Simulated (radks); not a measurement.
Spin polarisation of the 2p5 shell in the magnesium ion Mg3+. Start: [He] 2s2 2p(up 2.5, down 2.5); electrons of 2p are moved from spin down to spin up, other shells keep equal spins. All-electron calculation, non-relativistic Kohn-Sham, PBEsol, spin-polarised, spherical densities, point nucleus. Program: a radial shooting solver on a logarithmic mesh with Libxc functionals.

moment (Bohr magnetons)  E - E(0) (eV)  e(2p up) (eV)  e(2p down) (eV)  2s down minus up (eV)
0                                0.000        -96.050          -96.050                  0.000
0.25                            -0.044        -96.396          -95.691                  0.647
0.5                             -0.176        -96.730          -95.319                  1.294
0.75                            -0.397        -97.052          -94.933                  1.943
1                               -0.706        -97.362          -94.534                  2.595

At moment 1 the spin-polarisation energy is -0.706 eV and the 2p exchange splitting 2.828 eV, that is 2.828 eV per Bohr magneton; E = -I m^2/4 would give I = 2.824 eV.
